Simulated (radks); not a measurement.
All-electron atom: Pb XXVII in [Kr] 4d10 4f10.

All-electron calculation, non-relativistic Kohn-Sham, LDA (Slater exchange, Perdew-Wang correlation), spin-unpolarised, spherical densities, point nucleus; relativity is left out, which matters for an element this heavy. Program: a radial shooting solver on a logarithmic mesh with Libxc functionals.

Energy parts (eV):
part                       energy
total                  -522969.21
kinetic                 522832.38
electron-nucleus      -1200522.25
Hartree                 163529.48
exchange-correlation     -8808.82

Orbitals (lengths in bohr, moments of r in powers of bohr):
| orbital | occ. | eigenvalue (eV) | <r^2> |
|---|---|---|---|
| 1s | 2 | -79717.33 | 0.0004556 |
| 2s | 2 | -14072.08 | 0.007062 |
| 2p | 6 | -13584.08 | 0.005201 |
| 3s | 2 | -3929.876 | 0.04326 |
| 3p | 6 | -3697.592 | 0.03970 |
| 3d | 10 | -3263.162 | 0.03041 |
| 4s | 2 | -1414.406 | 0.1941 |
| 4p | 6 | -1311.437 | 0.1956 |
| 4d | 10 | -1121.474 | 0.1957 |
| 4f | 10 | -865.7963 | 0.1849 |
| 5s | 0 | -704.4214 | 0.6758 |
| 5p | 0 | -660.2978 | 0.7087 |

The highest occupied level is 4f at -865.80 eV. Virial ratio -V/T = 2.00026. The density falls to 0.001 e/bohr^3 at r = 1.27 bohr.
